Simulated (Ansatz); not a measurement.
Two isomers of CH8GaNSi: A = `CN[SiH2][GaH2]`, B = `[NH2][GaH][CH2][SiH3]`.

Calculated with Ansatz (gas phase, PBE0-D4/def2-TZVP geometries, no zero-point term in ΔE). CBS: MP2 limit from def2 TZ/QZ plus the TZ coupled-cluster correction, frozen cores. DFT in def2-TZVPP. For Ga outer-core shells are correlated without core-valence functions, which leaves a few kJ/mol of doubt a bond. Scalar relativity is left out up to krypton. One conformer a species, not always the lowest.

Problem. Which isomer does CCSD(T)/CBS put lower? Give the gap. (Estimate.)

Solution. The calculation gave: B, by 92.8 kJ/mol.

Problem. Give E(B) − E(A) in kJ/mol with CCSD(T)/def2-TZVPP, r2SCAN-D4, BLYP-D4, HF/def2-TZVPP, PBE0-D4, CCSD/def2-TZVPP, ωB97M-V. (Estimate.)

Solution. The calculation gave: CCSD(T)/def2-TZVPP -89.0, r2SCAN-D4 -82.3, BLYP-D4 -73.6, HF/def2-TZVPP -69.3, PBE0-D4 -73.0, CCSD/def2-TZVPP -86.0, ωB97M-V -80.9. None reverses the order clearly.

Problem. Does the order hold for the free energy at 298.15 K (harmonic terms from PBE0-D4)? (Estimate.)

Solution. Computed: Yes: G(B) − G(A) = -95.0 kJ/mol, for one conformer each. Modes under 60 cm⁻¹, often nearly free rotors, make the harmonic entropy too high.

Largest T1 diagnostic: 0.013.

Leaving LDA and LC-ωPBE aside and taking each functional with its dispersion term where it has one, the values, not all of them listed here, spread over 14.5 kJ/mol, from PBE-QIDH to revPBE-D4. LDA lies −3.7 kJ/mol from PBE without D4. In def2-TZVPP, CCSD(T) changes the Hartree–Fock value by −19.7 kJ/mol (the triples alone add −3.0 kJ/mol) and MP2 by −30.5 kJ/mol.
